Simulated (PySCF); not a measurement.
B3LYP has the VWN-RPA correlation part, as in Gaussian. 

# [Mo(=O)(F)4] (charge 0, multiplicity 1)

Level of theory: B3LYP-D3(BJ)/def2-TZVP // PBE-D3(BJ)/def2-SVP in PySCF.

HOMO: -11.68 eV
dipole moment: 0.07 D
HOMO–LUMO gap: 6.15 eV
LUMO: -5.53 eV
charge on the central atom (Mulliken): 2.03 e
total energy: -14783.06 eV
cost: roughly 80 core-seconds

```xyz
6

Mo     0.0043    -0.0180     0.0161
O      0.2953    -1.2402     1.1098
F      0.4017    -0.7504    -1.6395
F     -0.5609     1.4191     1.0410
F     -1.7751    -0.2148    -0.4637
F      1.6154     0.8854    -0.1365
```
